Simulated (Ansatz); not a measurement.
`[F][In]([F])[F]` + HBr → `[F][In]([F])[Br]` + H–F at 500 K and 1 bar (ligand exchange at the In–F bond).

Computed with Ansatz on PBE0-D4/def2-TZVP structures; ΔE is electronic, products minus reactants. CCSD(T)/CBS is the MP2 limit (def2-TZVPP, def2-QZVPP) plus CCSD(T) − MP2 in def2-TZVPP, frozen cores. This one scheme is used for every species. Elements past krypton have def2 core potentials. For Br, In outer-core shells are correlated without core-valence functions, which leaves a few kJ/mol of doubt a bond. Scalar relativity is left out up to krypton.

| species | CCSD(T)/CBS energy (Eh) | H − E (kJ/mol) | S (J/(mol·K)) |
| --- | --- | --- | --- |
| `[F][In]([F])[F]` | -489.26665 | 44.9 | 348.0 |
| HBr | -2573.91920 | 30.5 | 213.7 |
| `[F][In]([F])[Br]` | -2962.82519 | 44.0 | 379.5 |
| H–F | -100.39570 | 39.4 | 188.7 |

H − E and S are ideal-gas, rigid-rotor, harmonic terms from PBE0-D4/def2-TZVP. 1 Eh = 2625.50 kJ/mol, R = 8.31446 J/(mol·K).

By hand: ΔE, ΔH, ΔS and ΔG.

ΔE = (-2962.82519) + (-100.39570) − (-489.26665) − (-2573.91920) = -0.03504 Eh = -92.0 kJ/mol. Δ(H − E) = 44.0 + 39.4 − 44.9 − 30.5 = 8.0, so ΔH = -84.0 kJ/mol. ΔS = 379.5 + 188.7 − 348.0 − 213.7 = 6.5 J/(mol·K). ΔG = -84.0 − 500 × (6.5)/1000 = -87.2 kJ/mol.

By hand: the equilibrium constant, and the temperature at which ΔG would vanish if ΔH and ΔS stayed fixed.

log₁₀ K = −ΔG/(RT ln 10) = 9.1. ΔH and −TΔS have one sign here, so there is no such temperature.

The number of gas molecules stays the same, so ΔS is small and ΔH decides. A doubt of 5 kJ/mol in ΔE shifts log₁₀ K by 0.5 here. These are equilibria of isolated gas molecules and say nothing of rates. Largest T1 diagnostic: 0.018 (customary marks: 0.02 for closed shells, 0.045 for open ones).
